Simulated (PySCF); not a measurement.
```xyz
3
charge 0 multiplicity 5, angstrom
Co   -0.4368    0.0000   -0.0511
O    -2.0457    0.0000   -0.2392
Cl    1.6719    0.0000    0.1955
```

Computed with UPBE0/[Co def2-TZVP, O def2-TZVP, Cl def2-TZVP], no relativity, density fitting, PySCF.

This geometry of CoOCl is a stationary point at this level.

Q: What is the point group?

A: C∞v.

Q: Is it a minimum?

A: Yes: all harmonic wavenumbers are real.

Q: List the harmonic modes with their infrared intensities.

A: 
| symmetry | ω (cm⁻¹) | IR (km/mol, summed over degenerate members) |
| --- | --- | --- |
| π | 99 | 67.1 |
| σ+ | 415 | 39.9 |
| σ+ | 878 | 36.3 |

Q: Give the atomic charges and bond orders.

A: 
```
atom  Mulliken  Löwdin  polar tensor  spin (Mulliken)  Mayer order to Co1
 Co1      0.82    0.27          1.09             2.85                   –
  O2     -0.45   -0.25         -0.47             1.07                1.79
 Cl3     -0.37   -0.02         -0.62             0.08                0.99
```

Q: Give the ideal-gas entropy at 298.15 K and 1 bar by parts.

A: translation 167.5, rotation 72.3, vibration 33.5, spin 13.4; total 286.6 J/(mol K).

In C∞v the vibrations span π + 2σ+.

This need not be the most stable arrangement of these atoms. Open d and f shells are described by one determinant, and the ground state may have another occupation or spin.
